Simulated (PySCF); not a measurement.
Polarisability and C₆ of Kr²⁺ (krypton, charge +2)

[Ar] 3d10 4s2 4p3 5s1, high-spin 5S determinant (an excited configuration). All numbers are calculated (PySCF 2.14, the spin-free X2C one-electron Hamiltonian (Gaussian nucleus), in aug-cc-pVTZ-DK). Coupled (time-dependent) response in atomic units; α is the mean over directions.

```tsv
method	mean α (bohr³)	C₆ (like pair)	S(−4)
UHF	79.42	660.4	4908
PBE	63.06	478.5	3057
PBE0	67.81	528.3	3562
M06-2X	62.38	465.3	3051
B97-3	64.55	496.9	3169
```

S(−4) is the Cauchy moment in α(ω) = α(0) + S(−4) ω² + …

α(iu) at UHF:

```tsv
u (hartree)	α(iu) (bohr³)
0	79.42
0.0500	68.91
0.100	49.97
0.200	25.72
0.300	15.81
0.500	8.579
0.750	5.298
1.00	3.675
1.50	2.069
2.00	1.322
3.00	0.6781
5.00	0.2848
```

A single London oscillator, α(iu) = α/(1 + u²/ω²), gives C₆ = (3/4) ω α². Matching the computed C₆ needs ω = 4 × 660.4 / (3 × 79.42²) = 0.140 hartree.

For an ion, C₆ is the dispersion term alone; charge-induced terms of lower order in 1/R come first.

The outer electron is Rydberg-like, and this basis confines it to a smaller radius and binds it less than a complete one would.
